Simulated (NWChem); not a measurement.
CH$_{4}$BCl; SMILES ClBC

Computed with NWChem. Structure relaxed at the PBE0/def2-SVP level. Ions are spin-unrestricted doublets at the neutral geometry; other ion states weren't tried. Functional: LC-ωPBE (HJS hole) with def2-SVP; rows give the range parameter ω in 1/bohr.

For range parameter (1/bohr) 0.60:

```yaml
vertical ionisation energy, ΔSCF (eV): 11.50
"−ε(HOMO) (eV)": 11.93
```

**Question.** What are these values for range parameter (1/bohr) 0.15?

**Answer.** 
| Property | Result |
|---|---|
| vertical ionisation energy, ΔSCF (eV) | 10.61 |
| −ε(HOMO) (eV) | 9.00 |
